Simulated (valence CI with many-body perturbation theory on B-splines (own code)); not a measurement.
# From CI to CI+MBPT in As XVIII

Calculated by configuration interaction combined with many-body perturbation theory (CI+MBPT): six valence electrons over a frozen Dirac-Fock core [Ne], a basis of 9 s, 9 p, 8 d, 6 f, 3 g, 1 h functions for each j, with the one-electron correlation potential Σ1, the two-electron term Σ2, the three-electron term Σ3, Breit, model QED; selected CI, second order for the rest, scaled by the run's own slope (own B-spline code, finite nucleus).

No measured levels were compared; by estimate levels of excited configurations hold to 0.05 to 0.15 % of their energy, terms of the ground configuration to about 0.5 %. Among the levels kept, up to 1400 cm⁻¹ of a level comes from second order outside the variational space, and about a tenth of that is noise between levels of different J, which matters for small intervals.

Each rung adds one term. CI alone is the Dirac-Coulomb CI over the frozen core; QED comes last and gives the full result, which names the levels. Energies are above 3s2 3p4 3P_2 on the same rung, in eV.

Names give the largest LS component (configuration and term), which can be under half, so a name can repeat, a term be missing and a line seem to break the LS rules; names also repeat where a configuration has a term twice. Letters in brackets count levels of one name in rising energy.

```tsv
Level	CI alone	Σ1	Σ2	Σ3	Breit	QED	Full
3s2 3p4 3P_0	4.627	+0.0074	-0.0108	-0.0141	-0.0237	+0.0044	4.591
3s2 3p4 3P_1	6.161	+0.0217	+0.0183	+0.0025	-0.1222	+0.0149	6.096
3s2 3p4 1D_2	10.344	+0.0228	-0.0106	-0.0194	-0.1370	+0.0133	10.213
3s2 3p4 1S_0	20.444	+0.0391	-0.0232	-0.0470	-0.2135	+0.0222	20.222
3s 3p5 3P°_2	57.236	-0.0949	-0.0213	+0.0945	-0.0348	-0.1467	57.033
3s 3p5 3P°_1	60.882	-0.0872	-0.0230	+0.0901	-0.0844	-0.1366	60.641
3s 3p5 3P°_0	64.042	-0.0746	+0.0050	+0.0915	-0.1510	-0.1279	63.785
3s 3p5 1P°_1	73.294	-0.0768	-0.1569	+0.0480	-0.1673	-0.0977	72.843
3s2 3p3 3d 5D°_2	75.342	-0.1012	-0.1196	-0.0552	-0.1872	-0.0064	74.872
3s2 3p3 3d 5D°_0	75.352	-0.1006	-0.1160	-0.0510	-0.1640	-0.0072	74.914
3s2 3p3 3d 5D°_3	75.424	-0.0969	-0.1196	-0.0549	-0.2265	-0.0052	74.921
3s2 3p3 3d 5D°_1	75.573	-0.0980	-0.1160	-0.0491	-0.1897	-0.0056	75.114
3s2 3p3 3d 5D°_4	76.307	-0.0842	-0.1173	-0.0536	-0.2914	-0.0017	75.759
3s2 3p3 3d 3D°_2 [a]	78.925	-0.0944	-0.1551	-0.0764	-0.1978	-0.0078	78.394
3s2 3p3 3d 3D°_3 [a]	81.621	-0.0799	-0.1360	-0.0707	-0.2979	+0.0014	81.038
3s2 3p3 3d 3D°_1 [a]	82.130	-0.0835	-0.1393	-0.0725	-0.2752	+0.0007	81.560
3s2 3p3 3d 3F°_2 [a]	82.617	-0.0898	-0.1492	-0.0726	-0.2485	-0.0006	82.057
3s2 3p3 3d 1S°_0	83.214	-0.0871	-0.1737	-0.0615	-0.2427	-0.0021	82.647
3s2 3p3 3d 3F°_3 [a]	83.638	-0.0857	-0.1465	-0.0755	-0.3011	+0.0015	83.031
3s2 3p3 3d 3F°_4 [a]	85.298	-0.0753	-0.1442	-0.0857	-0.3629	+0.0042	84.634
3s2 3p3 3d 3G°_3	86.371	-0.0896	-0.1604	-0.1292	-0.2157	-0.0039	85.772
3s2 3p3 3d 3G°_4	87.748	-0.0741	-0.1540	-0.1211	-0.3041	+0.0012	87.096
3s2 3p3 3d 3G°_5	89.236	-0.0682	-0.1396	-0.1262	-0.3980	+0.0056	88.509
3s2 3p3 3d 1G°_4	89.266	-0.0832	-0.1465	-0.1388	-0.3105	+0.0009	88.588
3s2 3p3 3d 1D°_2	91.377	-0.0821	-0.1857	-0.1302	-0.2746	+0.0003	90.704
3s2 3p3 3d 3D°_1 [b]	91.454	-0.0912	-0.1941	-0.1806	-0.1629	-0.0119	90.813
3s2 3p3 3d 3P°_0	93.501	-0.0795	-0.1747	-0.1433	-0.2513	-0.0009	92.852
3s2 3p3 3d 3P°_1 [a]	93.858	-0.0793	-0.2332	-0.1531	-0.2483	-0.0066	93.137
3s2 3p3 3d 3D°_2 [b]	95.121	-0.0697	-0.1642	-0.1705	-0.2921	+0.0019	94.426
3s2 3p3 3d 3F°_3 [b]	95.706	-0.0698	-0.1776	-0.1508	-0.3458	+0.0053	94.968
3s2 3p3 3d 3F°_2 [b]	96.169	-0.0729	-0.2090	-0.1601	-0.3040	+0.0021	95.425
```

The middle columns are the shifts that each term adds.

Problem. How does the ionisation energy move along the ladder, and which term matters most?

Solution. CI alone 673.76, + Σ1 674.44, + Σ2 674.45, + Σ3 674.09, + Breit 673.81, + QED 673.82 eV. The largest step is Σ1, 0.67 eV. NIST lists 672.9 ± 0.9 eV (semi-empirical).
